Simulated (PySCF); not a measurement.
Compound: C4H7BO.
Atom-mapped SMILES: `[BH2:1][C:2](=[CH2:3])[O:4][CH:5]=[CH2:6]` (hydrogens: H7, H8 on B1; H9, H10 on C3; H11 on C5; H12, H13 on C6)

Torsions of this conformer, `[BH2:1][C:2](=[CH2:3])[O:4][CH:5]=[CH2:6]`: B1–C2–O4–C5 26°, C2–O4–C5–C6 -171°.

The closed-shell ground state was solved at several levels (PySCF, density fitting, gas phase, non-relativistic). The structure is a single PBE0-D3(BJ)/def2-SVP conformer in the gas phase; no vibrational or solvent corrections.

```
          level  basis functions  total energy (Eh)  HOMO (eV)  LUMO (eV)  gap (eV)  dipole (D)
    B3LYP/pcJ-0               99          -256.2004      -6.37      -2.47      3.90        0.80
CAM-B3LYP/pcJ-1              232          -256.5034      -7.84      -1.16      6.68        0.80
      LDA/pcJ-1              232          -254.3589      -5.73      -3.51      2.22        0.65
       HF/pcJ-1              232          -255.0102      -8.94       1.36     10.30        1.04
B3LYP/def2-TZVP              228          -256.7408      -6.40      -2.46      3.94        0.68
      KT2/pcJ-1              232          -261.0474      -5.54      -3.19      2.35        0.67
   B3LYP/6-31G*               98          -256.6309      -6.02      -2.09      3.93        0.70
```

(1) What might B97-2/pcJ-1 (232 basis functions) give for the same quantities?

(2) Over all these levels, which gives the widest orbital gap and which the narrowest?

(3) How much does the basis alone move the frontier levels among the 3 B3LYP rows?

(4) In the pcJ-1 basis, how does the gap go with the fixed share of exact exchange?

(5) How far do the dipole and the HOMO energy spread over the levels?

Answers

(1) Total energy -256.5451 Eh, HOMO -6.34 eV, LUMO -2.27 eV, gap 4.07 eV, dipole 0.75 D.

(2) HF/pcJ-1 (Hartree–Fock, all exact exchange) has the widest, 10.30 eV, and LDA/pcJ-1 (LDA) the narrowest, 2.22 eV. The two share the basis. From the narrowest to the widest the HOMO moves by -3.21 eV and the LUMO by +4.87 eV.

(3) The HOMO by 0.38 eV and the LUMO by 0.38 eV. By rising basis size (HOMO, LUMO in eV): 6-31G* -6.02, -2.09; pcJ-0 -6.37, -2.47; def2-TZVP -6.40, -2.46.

(4) LDA (0 %) 2.22 eV; KT2 (0 %) 2.35 eV; B97-2 (21 %) 4.07 eV; HF (100 %) 10.30 eV. Each rise in the share widens the gap here.

(5) The dipole runs from 0.65 to 1.04 D (mean 0.76 D) and the HOMO from -8.94 to -5.54 eV.
